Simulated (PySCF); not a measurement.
# Polarisability and C₆ of Nb+ (niobium, charge +1)

[Kr] 4d4, high-spin 5D determinant. All numbers are calculated (PySCF 2.14, scalar relativity by spin-free X2C-1e, in aug-cc-pVTZ-DK). Coupled (time-dependent) response in atomic units; α is the mean over directions.

```
method  mean α (bohr³)         α xx, yy, zz  C₆ (like pair)  S(−4)
  PBE0           26.29  26.33, 26.33, 26.22           170.0  546.6
```

S(−4) is the Cauchy moment in α(ω) = α(0) + S(−4) ω² + …

Spin-orbit coupling is absent.

α(iu) at PBE0:

```
u (hartree)  α(iu) (bohr³)
          0          26.29
     0.0500          25.03
      0.100          22.20
      0.200          16.70
      0.300          13.08
      0.500          8.931
      0.750          6.191
       1.00          4.591
       1.50          2.822
       2.00          1.898
       3.00          1.012
       5.00         0.4210
```

A single London oscillator, α(iu) = α/(1 + u²/ω²), gives C₆ = (3/4) ω α². Matching the computed C₆ needs ω = 4 × 170.0 / (3 × 26.29²) = 0.328 hartree.

For an ion, C₆ is the dispersion term alone; charge-induced terms of lower order in 1/R come first.

The components differ because the open shell of this determinant is not spherical; for a pure term their mean is the scalar polarisability.
